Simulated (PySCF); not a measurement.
# C₅H₁₄OSi: full NMR table

| Quantity | Value |
| --- | --- |
| Formula | C5H14OSi |
| SMILES | CCC(C)(C)O[SiH3] |
| InChI | InChI=1S/C5H14OSi/c1-4-5(2,3)6-7/h4H2,1-3,7H3 |
| Point group of the computed structure | C1 |
| Degrees of unsaturation | 0 |
| Carbon signals | 4 |
| Proton signals | 4 |

Molfile (atoms numbered from 1):
```
C5H14OSi
     RDKit          3D

 21 20  0  0  0  0  0  0  0  0999 V2000
   -2.0976    1.1149    0.1379 C   0  0  0  0  0  0  0  0  0  0  0  0
   -1.4587   -0.2092    0.5408 C   0  0  0  0  0  0  0  0  0  0  0  0
   -0.0215   -0.3854    0.0115 C   0  0  0  0  0  0  0  0  0  0  0  0
    0.0216   -0.3294   -1.5164 C   0  0  0  0  0  0  0  0  0  0  0  0
    0.5335   -1.7286    0.4945 C   0  0  0  0  0  0  0  0  0  0  0  0
    0.7403    0.6642    0.5564 O   0  0  0  0  0  0  0  0  0  0  0  0
    2.2793    1.1208    0.4381 Si  0  0  0  0  0  4  0  0  0  0  0  0
   -1.4345    1.9375    0.3932 H   0  0  0  0  0  0  0  0  0  0  0  0
   -2.3015    1.1464   -0.9293 H   0  0  0  0  0  0  0  0  0  0  0  0
   -3.0381    1.2502    0.6671 H   0  0  0  0  0  0  0  0  0  0  0  0
   -1.4142   -0.2615    1.6306 H   0  0  0  0  0  0  0  0  0  0  0  0
   -2.0692   -1.0417    0.1864 H   0  0  0  0  0  0  0  0  0  0  0  0
    1.0173   -0.5908   -1.8665 H   0  0  0  0  0  0  0  0  0  0  0  0
   -0.6968   -1.0259   -1.9404 H   0  0  0  0  0  0  0  0  0  0  0  0
   -0.2071    0.6756   -1.8588 H   0  0  0  0  0  0  0  0  0  0  0  0
   -0.0878   -2.5463    0.1390 H   0  0  0  0  0  0  0  0  0  0  0  0
    0.5594   -1.7476    1.5814 H   0  0  0  0  0  0  0  0  0  0  0  0
    1.5461   -1.8663    0.1231 H   0  0  0  0  0  0  0  0  0  0  0  0
    3.2126    0.1029    0.9353 H   0  0  0  0  0  0  0  0  0  0  0  0
    2.6705    1.4367   -0.9406 H   0  0  0  0  0  0  0  0  0  0  0  0
    2.2375    2.3005    1.2887 H   0  0  0  0  0  0  0  0  0  0  0  0
  1  2  1  0
  2  3  1  0
  3  4  1  0
  3  5  1  0
  3  6  1  0
  6  7  1  0
  1  8  1  0
  1  9  1  0
  1 10  1  0
  2 11  1  0
  2 12  1  0
  4 13  1  0
  4 14  1  0
  4 15  1  0
  5 16  1  0
  5 17  1  0
  5 18  1  0
  7 19  1  0
  7 20  1  0
  7 21  1  0
M  END
```

- geometry: GFN2-xTB
- PBE0/pcSseg-1 with gauge-including orbitals
- program: PySCF 2.14
- a single conformation, non-relativistic Hamiltonian, in vacuum, one averaged value for each set of equivalent atoms

Scale: ¹H (σref 31.72), ¹³C (σref 186.93), ²⁹Si (σref 349.16) against TMS; ¹⁷O (σref 336.08) against H2O (reference shieldings calculated alike).

```tsv
carbon	δC, type	δH (multiplicity)	HMBC from (2–3 bonds)	span of the C tensor (ppm)
C1	9.8, CH3	1.10 (t)	H11/H12	18
C2	41.1, CH2	1.41 (q)	H13/H14/H15/H16/H17/H18, H8/H9/H10	39
C3	73.5, C	–	H19/H20/H21, H11/H12, H13/H14/H15/H16/H17/H18, H8/H9/H10	55
C4/C5	30.0, CH3	1.29 (s)	H11/H12, H13/H14/H15/H16/H17/H18	45
```

Other nuclei:
```json
{"atoms": "H19/H20/H21", "nucleus": "¹H", "environment": "hydrogen on a silicon bonded to O", "δ (ppm)": "4.96", "σ (ppm)": "26.76"}
{"atoms": "Si7", "nucleus": "²⁹Si", "environment": "silicon bonded to O, 3 H", "δ (ppm)": "-52.0", "σ (ppm)": "401.1"}
{"atoms": "O6", "nucleus": "¹⁷O", "environment": "oxygen bonded to C, Si", "δ (ppm)": "53.1", "σ (ppm)": "282.9"}
```

Carbon types of the structure: 1 × C, 1 × CH2, 3 × CH3, leaving 3 H on heteroatoms. δC 73.5: fully substituted sp3 carbon bonded to O; the inductive effect lowers its shielding. δC 41.1: sp3 CH2; a saturated carbon with 2 carbon neighbours and no heteroatom attached. δC 30.0, 9.8: methyl carbon; aliphatic region, no heteroatom directly attached. δH 1.41: hydrogen on an sp3 CH2. δH 1.29, 1.10: hydrogen on a methyl carbon.

Shifts are as computed. Against solution values, carbons near 30 ppm lie about +3 ppm off and those near 130 ppm about +5 ppm (rms about the fit 2.1 ppm; single classes can miss by 10 ppm). Of 1328 compounds with measured shifts, 309 miss one by over three times the rms of a fit or turn the order of signals round; such compounds aren't used in these exercises. Signals without a measured value on file couldn't be tested in this way; 1H shifts scatter by 0.2 ppm about their fit, and single ones miss by 0.5 ppm. Experimental scales use liquid or dissolved standards, which lie at an offset from isolated H2O (liquid H2O: subtract about 36 ppm). Multiplicities follow the n + 1 count of equivalent neighbours, as no J values were calculated; m marks all less simple cases, F and P coupling included.
